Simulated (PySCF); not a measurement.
# Reading the logs of faulty runs: BCGeH5N

All numbers below are calculated, not measured. The program is PySCF 2.14.0, an open-source quantum chemistry code, run on an isolated molecule that a program drew, which may never have been made. The molecule is BCGeH5N (charge 0, doublet), drawn as the SMILES string `NB=[CH][GeH2]`.

Each row is a Hartree-Fock (HF) and frozen-core CCSD(T) single point in the cc-pVDZ basis, meant for a local HF minimum. Run 1 is clean. Each other run has one planted mistake out of seven kinds, and not every kind appears here: one electron removed, one electron added, multiplicity raised by two, geometry at a saddle point, minimal basis STO-3G, one bond length entered in bohr, all coordinates scaled. The reference is restricted for singlets and unrestricted otherwise, and also for a bond in bohr. Adding or removing an electron swaps singlet and doublet. Electrons count all cores. HOMO and LUMO are orbital energies over both spins, the gradient is its largest component, and the lowest frequency (negative if imaginary) is given only where the gradient is small. Bond lengths are over the 8 bonds as drawn. T1 is the CCSD diagnostic: over 0.02 (restricted) or 0.045 (unrestricted) a single reference is doubtful. Germanium has the cc-pVDZ-PP basis, with a core potential (ECP10MDF) in place of its 10 inner electrons, and its 3s, 3p and 3d shells are frozen in CCSD(T).

Geometry of the clean run:
```xyz
9
BCGeH5N, angstrom
N    -0.1712   -2.1594    2.5024
B     0.8618   -1.3815    2.0618
C     1.8888   -0.5721    1.5788
Ge    1.7374    0.3763   -0.0856
H    -0.8844   -1.8151    3.1119
H    -0.2840   -3.1138    2.2284
H     2.8324   -0.4983    2.1093
H     2.2120    1.8392    0.0318
H     0.2796    0.3526   -0.5902
```

```
run  electrons  basis functions  <S^2>  HOMO (eV)  LUMO (eV)  gradient (hartree/bohr)  lowest frequency (cm^-1)  mean bond (Å)  longest bond (Å)      T1  HF (hartree)  CCSD(T) (hartree)                     mistake
  1         55               90  0.768      -7.21       1.85                  1.7e-05                       107         1.3563             1.922  0.0158    -413.26458         -413.78332                    no fault
  2         55               90  3.774      -3.91       0.51                  1.2e-01                         -         1.3563             1.922  0.0199    -413.10968         -413.59650  multiplicity raised by two
  3         54               90  0.000     -14.49      -5.62                  7.0e-02                         -         1.3563             1.922  0.0201    -413.02533         -413.54134        one electron removed
  4         55               90  0.799      -7.41       1.42                  5.6e-02                         -         1.4553             2.062  0.0220    -413.22239         -413.75780      all coordinates scaled
  5         56               90  0.000       0.19       7.82                  6.1e-02                         -         1.3563             1.922  0.0153    -413.22536         -413.77485                           ?
```

**Which mistake was planted in run 5, and what did it cost?**

It counts 56 electrons, one more than the clean run, at the same geometry and basis. So the mistake is: one electron added. Subtracting run 1 and multiplying by 627.51 kcal/mol a hartree, the energy moved by 24.6 kcal/mol in HF and 5.3 kcal/mol in CCSD(T).

Cautions from the logs. Run 3: T1 is over the limit, so its CCSD(T) energy is less reliable; run 5: the HOMO is above zero, so the electron isn't bound and the energy depends on the basis.
